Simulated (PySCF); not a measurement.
A structure optimised at PBE-D3(BJ)/def2-SVP, used in a PySCF frequency run:

```
Si
H 1 1.4883
Cl 1 2.0602 2 109.60
Cl 1 2.0602 2 109.60 3 120.00
Cl 1 2.0602 2 109.60 3 -120.00
```

Task: Write its SMILES, formula and point group.

Result: Cl[SiH](Cl)Cl, Cl3HSi, C3v

Task: What are its rotational constants (standard atomic weights)?

Result: 2.3501, 2.3501, 1.2616 GHz
